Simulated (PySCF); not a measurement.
A PySCF script (with the pyscf-properties extension) for the NMR shieldings of SMILES B1[C@@H](C)[C@H](CF)SCC1, C6H12BFS, on a GFN2-xTB geometry:

```python
import basis_set_exchange as bse
import numpy as np
from pyscf import gto, dft
from pyscf.prop import nmr

atoms = """
C    -1.591082   -1.488977    0.673610
C    -1.012760   -0.393701   -0.240940
B     0.268656   -0.994301   -0.959417
C     1.694177   -0.904264   -0.299686
C     1.979176    0.324455    0.557282
S     0.641616    0.667113    1.742219
C    -0.755331    0.875540    0.578673
C    -0.578094    2.100367   -0.313637
F     0.209782    1.835396   -1.409259
H    -1.745952   -2.409451    0.116414
H    -0.907875   -1.690513    1.495269
H    -2.544774   -1.169838    1.090350
H    -1.789880   -0.141532   -0.972919
H     0.123406   -1.637027   -1.927255
H     2.500837   -0.999115   -1.030723
H     1.767347   -1.793336    0.339885
H     2.870752    0.195363    1.171424
H     2.110310    1.208308   -0.065320
H    -1.599874    1.081955    1.243674
H    -0.102953    2.924021    0.229465
H    -1.546403    2.426480   -0.710177
"""
names = dict.fromkeys(["C", "B", "S", "F", "H"], "pcSseg-1")
basis = {el: gto.basis.parse(bse.get_basis(n, elements=[el], fmt="nwchem")) for el, n in names.items()}
mol = gto.M(atom=atoms, basis=basis, charge=0, verbose=0)
mf = dft.RKS(mol, xc="PBE0")
mf.grids.level = 2
mf.grids.alignment = dft.numint.BLKSIZE   # the property module wants whole blocks of grid points
mf.conv_tol = 1e-9
mf.kernel()

calc = nmr.RKS(mf)   # GIAO
C = mf.mo_coeff
Co = C[:, mf.mo_occ > 0]
resp = mf.gen_response(singlet=True, hermi=2)
def vind(x):   # induced exchange potential for any number of trial vectors
    d = np.einsum("pi,xij,qj->xpq", C, 2 * x.reshape(-1, C.shape[1], Co.shape[1]), Co, optimize=True)
    return np.einsum("xpq,pi,qj->xij", resp(d - d.transpose(0, 2, 1)), C, Co, optimize=True).ravel()
mo1, _ = nmr.rhf.solve_mo1(calc, with_cphf=vind)
sigma = calc.kernel(mo1)
for i, s in enumerate(sigma):   # ppm
    print("%2d %-2s %9.2f" % (i, mol.atom_pure_symbol(i), np.trace(s) / 3))
```

**Question.** What does it print?

**Answer.** 
```
 0 C     172.97
 1 C     156.41
 2 B      16.27
 3 C     159.06
 4 C     154.63
 5 S     496.84
 6 C     129.88
 7 C      91.11
 8 F     420.15
 9 H      30.64
10 H      30.03
11 H      30.58
12 H      29.61
13 H      23.98
14 H      29.52
15 H      30.58
16 H      29.28
17 H      28.26
18 H      29.31
19 H      26.33
20 H      26.63
```

These numbers come from an equivalent density-fitted implementation of the same equations, which agrees with the script to about 0.01 ppm for H and up to a few tenths of a ppm for heavy atoms, so last digits may differ.

Size and cost of the density-fitted run: 220 basis functions, 99 s wall time on 1 thread of an Arm Neoverse N1, shared host; peak memory 0.97 GiB.
